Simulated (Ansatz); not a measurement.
Isolated molecules relaxed with PBE0-D4/def2-TZVP in Ansatz; ΔE leaves out vibrations. CCSD(T)/CBS is extrapolated from def2-TZVPP and def2-QZVPP, frozen cores. Functionals use def2-TZVPP. Each species was taken in one conformer, which may not be the lowest.

Consider the ligand exchange at the Si–S bond: `CS[Si]O` + H–F → `O[Si]F` + CH₃SH.

CCSD(T)/CBS gives -18.7 kcal/mol.

(1) Another level gave -21.3 kcal/mol. Which?
A. ωB97X-V/def2-TZVPP
B. CCSD(T)/def2-TZVPP
C. MP2/def2-TZVPP
D. PBE/def2-TZVPP

Largest T1 diagnostic among the species: 0.015.

Answers

(1) A. ωB97X-V -21.3, MP2/def2-TZVPP -18.2, PBE -17.3, CCSD(T)/def2-TZVPP -19.6 kcal/mol.

In def2-TZVPP, CCSD(T) changes the Hartree–Fock value by +6.0 kcal/mol (the triples alone add +1.5 kcal/mol) and MP2 by +7.4 kcal/mol. The D4 term adds +2.4 kcal/mol with B3LYP and +1.3 kcal/mol with PBE0; it sums over pairs of atoms, weighted by their polarisabilities, and B3LYP, whose exchange is more repulsive, gets the larger term.

B3LYP here is the variant with VWN-RPA as its local correlation; programs differ in this.
